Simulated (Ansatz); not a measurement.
Input file for Ansatz (an electronic-structure program): U-r2SCAN/def2-TZVPP on CH2NO (SMILES N[C]=O), 2S+1 = 2, atoms moved off the minimum.

Ansatz 0.2 input:
```yaml
crystal:
  periodic: [false, false, false]
  atoms:
    - {symbol: N, position_ang: [-1.08034114, 0.05211982, 0.05810722]}
    - {symbol: C, position_ang: [0.17539883, -0.37235221, -0.02438499]}
    - {symbol: O, position_ang: [1.20200957, 0.23400585, -0.01206642]}
    - {symbol: H, position_ang: [-1.28930028, 1.04120980, 0.02158886]}
    - {symbol: H, position_ang: [-1.83632151, -0.67675922, 0.05146437]}
basis:
  gaussian:
    orbitals: def2-TZVPP
hamiltonian:
  xc: {name: r2SCAN}
magnetization: {spin_polarized: true, initial_magnetization: 1}
output: {forces: true}
```

**Question.** Predict the final total energy.

**Answer.** -169.2239 hartree.
